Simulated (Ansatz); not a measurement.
C2H4FGa (`C=[CH][GaH][F]`) at its PBE0-D4/def2-TZVP geometry, where that method's forces vanish. Charge 0, multiplicity 1.

```xyz
8

C     0.3247   -0.8832    1.0957
C     0.1155    0.3239    0.5725
Ga   -0.3472    0.5326   -1.2954
F    -0.6013    2.1930   -1.8296
H     0.2463   -1.7929    0.5049
H     0.5852   -1.0263    2.1421
H     0.2084    1.1962    1.2152
H    -0.5316   -0.5434   -2.4054
```

(1) What forces (eV/Å) does ωB97M-V/def2-TZVPP give on these atoms in Ansatz? (An estimate is asked.)

Results:

(1) Computed: 
```
C1   0.011 -0.033  0.033
C2   0.005  0.034  0.037
Ga3 -0.001 -0.189 -0.060
F4  -0.010  0.075 -0.020
H5   0.004  0.084  0.036
H6  -0.025  0.023 -0.095
H7  -0.002 -0.091 -0.037
H8   0.018  0.097  0.107
```
